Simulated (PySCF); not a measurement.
Compound: C7H10N2S.
Bonds: C1–S2, S2–C3, C3–C4 (aromatic), C4–C5 (aromatic), C5–N6 (aromatic), N6–N7 (aromatic), N7–C8, C8–C9, C9–C10, C3–N7 (aromatic), C8–C10. Hydrogens: H11, H12, H13 on C1; H14 on C4; H15 on C5; H16 on C8; H17, H18 on C9; H19, H20 on C10.

Computed with PBE0-D3(BJ)/def2-SVP geometry optimisation, gas phase in PySCF 2.14.0.

Problem. Give the optimised bond lengths and angles.

Solution. 
| bond | length (Å) |
| --- | --- |
| C1–S2 | 1.800 |
| S2–C3 | 1.751 |
| C3–C4 | 1.390 |
| C4–C5 | 1.409 |
| C5–N6 | 1.323 |
| N6–N7 | 1.334 |
| N7–C8 | 1.432 |
| C8–C9, C8–C10 | 1.495 |
| C9–C10 | 1.502 |
| C3–N7 | 1.359 |
| C1–H11, C1–H12, C1–H13 | 1.099 |
| C4–H14 | 1.086 |
| C5–H15 | 1.090 |
| C8–H16 | 1.092 |
| C9–H17, C10–H19 | 1.093 |
| C9–H18, C10–H20 | 1.093 |

Bonds in one row agree within 0.01 Å and their mean is given. A selection of angles:
| angle | degrees |
| --- | --- |
| S2–C1–H11 | 111.0 |
| S2–C1–H12 | 106.1 |
| H11–C1–H12 | 109.3 |
| C1–S2–C3 | 99.7 |
| S2–C3–C4 | 132.3 |
| S2–C3–N7 | 121.3 |
| C4–C3–N7 | 106.4 |
| C3–C4–C5 | 103.9 |
| C3–C4–H14 | 127.7 |
| C5–C4–H14 | 128.4 |
| C4–C5–N6 | 111.8 |
| C4–C5–H15 | 128.2 |
| N6–C5–H15 | 119.9 |
| C5–N6–N7 | 105.4 |
| N6–N7–C8 | 120.5 |
| C3–N7–N6 | 112.5 |
| C3–N7–C8 | 127.1 |
| N7–C8–C9 | 119.4 |
| N7–C8–H16 | 111.4 |
| C9–C8–C10 | 60.3 |
| C9–C8–H16 | 119.1 |
| C8–C9–C10 | 59.8 |
| C8–C9–H17 | 115.6 |
| C8–C9–H18 | 118.0 |
| C10–C9–H17 | 116.7 |
| C10–C9–H18 | 119.4 |
| H17–C9–H18 | 115.8 |

Dihedral angles: C1–S2–C3–C4 10° (synperiplanar); N6–N7–C8–C9 37° (synclinal); N7–C8–C9–C10 -109° (anticlinal); N7–C8–C10–C9 109° (anticlinal). The mirror-image conformer, all signs reversed, is as good.

The 5-membered ring C3–C4–C5–N6–N7 has internal angles of 103.9° to 112.5° (sum 540°, against 540° for a flat polygon); it is planar, 0.00 Å rms from its mean plane, widest ring torsion 0°. N7 (pyrrole-type nitrogen) is planar (angles 127.1°, 120.5° and 112.5°, sum 360.0°, 0.00 Å off the plane of its three neighbours). The 3 C–N bonds span 1.323 Å (C5–N6, aromatic) to 1.432 Å (N7–C8, drawn single), a spread of 0.109 Å. Of the pairs four or more bonds apart, S2···H16 is among the closest relative to their van der Waals radii: 2.62 Å, 87 % of the sum of Bondi's values. The C–S distances run from 1.751 Å (S2–C3, drawn single) to 1.800 Å (C1–S2, drawn single), a spread of 0.049 Å. The 3-membered ring C8–C9–C10 has internal angles of 59.8° to 60.3°. The C–C distances run from 1.390 Å (C3–C4, aromatic) to 1.502 Å (C9–C10, drawn single), a spread of 0.112 Å.

Point group: near Cs, missed by 0.38 Å at most; the miss may be what the optimiser left on a soft mode. Not checked by PBE0-D3(BJ)/def2-SVP frequencies. One conformer, not necessarily the lowest.
